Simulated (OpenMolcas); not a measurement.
# Xe⁶⁺: from CASSCF to CASPT2

- Program: OpenMolcas 26.06
- Basis: ANO-RCC-VTZP [7s6p4d2f1g]
- Scalar Hamiltonian: DKH2, point nucleus
- Active space: 2 electrons in 4 orbitals (5s 5p)
- State averaging: 2S+1 = 3 even, 3 roots; 2S+1 = 1 even, 7 roots; 2S+1 = 3 odd, 3 roots; 2S+1 = 1 odd, 3 roots
- Spin-orbit coupling: RASSI with atomic mean-field integrals over the reference wave functions, term energies averaged over their components

Methods on the same reference wave functions:
A. CASSCF
B. SS-CASPT2, IPEA 0.25 Eh, imaginary shift 0.1 Eh (closed shells correlated: 4d)
C. MS-CASPT2, IPEA 0.25 Eh, imaginary shift 0.1 Eh (closed shells correlated: 4d)

Energies in cm⁻¹ above 5s² ¹S₀, the measured ground level; measured values from Saloman, J. Phys. Chem. Ref. Data 33, 765 (2004).

```tsv
Level	A	B	C	Measured
5s² ¹S₀	0.0	0.0	0.0	0.0
5s 5p ³P°₀	92058	96760	97350	96141
5s 5p ³P°₁	96420	100740	101330	100451
5s 5p ³P°₂	107775	112470	113060	113676
5s 5p ¹P°₁	153478	141280	141870	143259
5p² ³P₀	224742	225170	225760	223673
5p² ³P₁	233455	234760	235360	234685
5p² ¹S₀	283819	274350	275550	273208
```

Deviations, from unrounded energies. A percentage is the sum of absolute deviations over the sum of measured energies, with the sign that they share, or ± where signs differ.

```csv
Against measurement,Levels,A,B,C
mean absolute deviation (cm-1),7,5300,970,1300
other configurations (%),7,±3.1,±0.6,±0.8
```

B lies closest to measurement on these levels and A furthest from it. The largest miss of B in the table is 5s 5p ¹P°₁, by -2000 cm-1. The ranking rests on the paired levels alone, and a cruder setting can come out closer through cancelling errors.

Between B and C the level of the table that moves most is 5p² ¹S₀, by 1200 cm-1 (lowest in B, highest in C). Moves below CASPT2's spread within the term are not significant.

The lowest spin-free term lies below A's lowest term by 0.421 hartree in B, 0.424 hartree in C.

Over all roots computed the reference weight is 0.90 to 0.96 in B, 0.90 to 0.96 in C; the roots of lowest weight are the least certain, and an intruder state may touch them. The ¹D term of p² mixes with s d, which this space lacks. Computed and measured levels are paired by configuration, term and J; levels that our copy of the source lacks, or whose pairing is in doubt (as where it misses far off the trend of its configuration), stay unpaired and out of the deviations. Only configurations of the active space appear. Levels that lie high or do not pair safely by name in every column are left out.

° marks odd parity.
